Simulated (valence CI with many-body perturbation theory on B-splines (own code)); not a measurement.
Level structure of Sb XIII

Computed by relativistic CI+MBPT: three valence electrons over a frozen Dirac-Fock core [Kr], a basis of 9 s, 9 p, 10 d, 8 f, 5 g, 3 h, 1 i functions for each j, with the one-electron correlation potential Σ1 (screened to all orders), the two-electron term Σ2, the three-electron term Σ3, Breit, model QED; selected single and double excitations, second order for the rest, scaled by the run's own slope (own B-spline code, finite nucleus).

No measured levels were compared; by estimate terms of the open shell hold to 2 to 4 % of their energy, and close levels can change places. Core correlation moves these levels by up to 3200 cm⁻¹, and in measured spectra 5 to 20 % of such shifts remained as error; rates that hang on mixing are uncertain with them. The list stops below the first excitations out of the core. Only levels of the ground parity were solved; by the run's estimate the other parity begins above the list, which can be wrong where configurations are misplaced.

Levels 1 to 19 of 19, with energies above the lowest level, 4d3 4F_3/2. "Leading %" is the weight of the configuration and term that name the level; weights of strongly mixed levels are sums over their largest components and can fall short. In the jj column 3d3/2^4 stands for four electrons in 3d with j = 3/2. Lifetimes count E1, E2, E3, M1 and M2 decay at the calculated energies, and are blank where another channel may lead or the interval is too uncertain; long ones can be off by a factor of two.

```tsv
No.	Configuration	Term	J	E (cm⁻¹)	Leading %	g	Leading jj	Lifetime
1	4d3	4F	3/2	0.0	90	0.444	4d3/2^3 (63 %)	
2	4d3	4F	5/2	6902	96	1.033	4d3/2^2 4d5/2 (88 %)	76.2 ms
3	4d3	4F	7/2	13428	92	1.214	4d3/2 4d5/2^2 (56 %)	91.9 ms
4	4d3	4F	9/2	18762	76	1.272	4d3/2^2 4d5/2 (45 %)	291 ms
5	4d3	4P	3/2	23628	57	1.475	4d3/2^2 4d5/2 (73 %)	33.8 ms
6	4d3	4P	1/2	26066	80	2.263	4d3/2^2 4d5/2 (92 %)	227 ms
7	4d3	2G	7/2	32725	90	0.918	4d3/2 4d5/2^2 (59 %)	13.7 ms
8	4d3	2H	9/2	33748	57	1.036	4d3/2^2 4d5/2 (55 %)	19.1 ms
9	4d3	4P	5/2	35375	94	1.574	4d3/2 4d5/2^2 (63 %)	45.7 ms
10	4d3	2D	3/2	40724	49	1.161	4d3/2 4d5/2^2 (90 %)	5.74 ms
11	4d3	2P	1/2	43424	79	1.072	4d3/2 4d5/2^2 (92 %)	13.8 ms
12	4d3	2H	11/2	45960	100	1.090	4d3/2 4d5/2^2 (100 %)	45.3 ms
13	4d3	2D	5/2	50456	93	1.207	4d3/2 4d5/2^2 (64 %)	9.18 ms
14	4d3	2G	9/2	50516	55	1.043	4d5/2^3 (70 %)	8.73 ms
15	4d3	2P	3/2	58089	58	1.179	4d5/2^3 (86 %)	5.80 ms
16	4d3	2F	7/2	62118	96	1.135	4d3/2 4d5/2^2 (84 %)	16.7 ms
17	4d3	2F	5/2	62187	91	0.887	4d3/2 4d5/2^2 (49 %)	20.4 ms
18	4d3	2D	3/2	94897	99	0.801	4d3/2 4d5/2^2 (85 %)	3.96 ms
19	4d3	2D	5/2	95285	90	1.181	4d5/2^3 (58 %)	2.50 ms
```

Names give the largest LS component (configuration and term), which can be under half, so a name can repeat, a term be missing and a line seem to break the LS rules; names also repeat where a configuration has a term twice.

The ionisation energy to 4d2 3F_2 of the next ion comes out as 265.75 eV (NIST: 265 ± 3 eV (theoretical)). All 19 levels together are meant to be complete up to 447680 cm⁻¹.
